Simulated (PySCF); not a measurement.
**Molecular orbitals of BeHg**

LDA at R = 3.032 Å; Be def2-SVPD, Hg def2-SVPD with ECP60; scalar-relativistic core potentials (PySCF 2.14). State: ¹Σ⁺ (singlet), closed shell. Only the outer orbitals are listed, counted within each symmetry, core potentials removing the inner ones.

```json
{"orbital": "4σ", "occ.": "2", "ε (eV)": "-10.33", "on Be (%)": "1", "main shells (%)": "98 Hg d"}
{"orbital": "2π", "occ.": "2", "ε (eV)": "-10.25", "on Be (%)": "0", "main shells (%)": "100 Hg d"}
{"orbital": "2π", "occ.": "2", "ε (eV)": "-10.25", "on Be (%)": "0", "main shells (%)": "100 Hg d"}
{"orbital": "1δ", "occ.": "2", "ε (eV)": "-10.22", "on Be (%)": "0", "main shells (%)": "100 Hg d"}
{"orbital": "1δ", "occ.": "2", "ε (eV)": "-10.22", "on Be (%)": "0", "main shells (%)": "100 Hg d"}
{"orbital": "5σ", "occ.": "2", "ε (eV)": "-7.70", "on Be (%)": "15", "main shells (%)": "84 Hg s, 12 Be s"}
{"orbital": "6σ", "occ.": "2", "ε (eV)": "-5.25", "on Be (%)": "82", "main shells (%)": "81 Be s, 13 Hg s"}
{"orbital": "3π", "occ.": "0", "ε (eV)": "-2.41", "on Be (%)": "84", "main shells (%)": "84 Be p, 16 Hg p"}
{"orbital": "3π", "occ.": "0", "ε (eV)": "-2.41", "on Be (%)": "84", "main shells (%)": "84 Be p, 16 Hg p"}
{"orbital": "7σ", "occ.": "0", "ε (eV)": "-2.41", "on Be (%)": "68", "main shells (%)": "67 Be p, 28 Hg p"}
```

Which are the highest filled and the lowest empty level, where do they sit, and how wide is the gap?

Highest filled 6σ at -5.25 eV (in %: 81 Be s, 13 Hg s); lowest empty 3π at -2.41 eV (in %: 84 Be p, 16 Hg p); the gap at LDA is 2.84 eV.

The bond order (Mayer) is 0.33 and the ⟨S²⟩ is 0.000. The charge on Be (Mulliken, basis-dependent) is 0.03, the charge on Be (Löwdin, basis-dependent) is -0.07 and the dipole moment (positive dipole means Be(−)Hg(+)) is 0.13 D. The polarisability along the bond is 129.9 bohr³ and the polarisability across the bond is 65.2 bohr³.

Closed-shell solutions of metal pairs were not tested for spin polarisation, which can lower them a little. Spin–orbit coupling is left out.
